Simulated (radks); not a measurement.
Excited configurations of the bismuth ion Bi2+: one electron is placed in a higher orbital outside [Hg]. The ground configuration is [Hg] 6p1. All-electron calculation, non-relativistic Kohn-Sham, r2SCAN, spin-polarised, spherical densities, point nucleus; open shells are filled with parallel spins first (spin-orbit coupling, left out, can overturn this in heavy ions); meta-GGA in the generalised Kohn-Sham scheme; relativity is left out, which matters for an element this heavy. Program: a radial shooting solver on a logarithmic mesh with Libxc functionals. Excitation = E - E(ground); binding = E(ion) - E, where the ion is the core of charge +3; n* = 3/sqrt(2 binding) in atomic units, and the quantum defect is n - n*.

outer orbital,excitation (eV),binding (eV),n*,quantum defect,eigenvalue (eV),<r> (bohr)
5f,14.535,8.649,3.763,1.237,-6.556,4.605
6d,10.298,12.887,3.083,2.917,-10.501,3.920
7s,10.234,12.951,3.075,3.925,-11.333,4.922
7f,19.122,4.063,5.490,1.510,-3.415,13.20

The Delta-SCF ionisation energy is 23.185 eV (NIST Atomic Spectra Database: 25.571 eV, measured). Self-interaction in the functional shifts the binding energies and quantum defects, so they are the method's values and not measured ones. Relativity is left out here, which matters for elements this heavy. Open shells are spherical and high-spin; term and fine-structure splittings are not resolved.
